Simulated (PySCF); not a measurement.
C4H4F2O.
Structure used (PBE0-D3(BJ)/def2-SVP), in Å, numbered top down from 1:
```
atom  x, y, z in Å
C1     1.7289    0.6079    0.6159
C2     1.3342   -0.6136    0.2540
O3     0.0589   -1.0516    0.1040
C4    -0.9422   -0.2432    0.5397
C5    -1.9856    0.0209   -0.2430
F6    -3.0262    0.7107    0.1562
F7    -2.1183   -0.3893   -1.4763
H8     2.7951    0.8160    0.7069
H9     1.0258    1.4205    0.8084
H10    2.0342   -1.4220    0.0285
H11   -0.9001    0.1465    1.5605
```

Computed with PySCF at wB97X-D/def2-SVPD, non-relativistic, on one gas-phase PBE0-D3(BJ)/def2-SVP geometry that isn't relaxed in the solvent. The solvent is an IEF-PCM continuum (van der Waals radii × 1.2), and excitations are vertical TDDFT with non-equilibrium linear response and a frozen core. Specific hydrogen bonds and non-electrostatic terms are outside this model.

```csv
run,E − E(gas) (kJ/mol),HOMO (eV),HOMO–LUMO gap (eV),dipole (D),lowest singlet (eV),static polarisability (au)
gas,0.00,-8.79,10.68,1.61,6.55,56.5
P,-12.71,-8.70,10.72,2.09,6.48,73.2
Q,-9.08,-8.71,10.71,1.95,6.45,68.0
```

Problem. The runs were made in acetonitrile and chloroform. Which run belongs to which solvent?

Solution. P = acetonitrile, Q = chloroform. The dielectric constants are 4.711 (chloroform), 35.69 (acetonitrile), and the energy falls further as ε rises. The optical constants n² used for the excitations are 2.09, 1.81 in the same order. In this model the ground state sees the solvent through ε alone.

Problem. How constant is the ratio of the lowering to (ε − 1)/(2ε + 1)?

Solution. 
| solvent | (ε − 1)/(2ε + 1) | E − E(gas) (kJ/mol) | ratio (kJ/mol) | polarisation term (kJ/mol) |
| --- | --- | --- | --- | --- |
| chloroform | 0.356 | -9.08 | -25.5 | -9.91 |
| acetonitrile | 0.479 | -12.71 | -26.5 | -14.39 |

The ratio changes by +4.0 % in size from chloroform to acetonitrile. The polarisation term is half the interaction of the solute with the induced surface charges.

Cost: about 40 s of CPU time on one thread; the machine was shared, so the figure is rough. This is the whole response run at wB97X-D/def2-SVPD in acetonitrile, SCF included.

The pairwise dispersion term of wB97X-D wasn't added to the energies; at a given geometry it leaves orbitals and properties as they are.
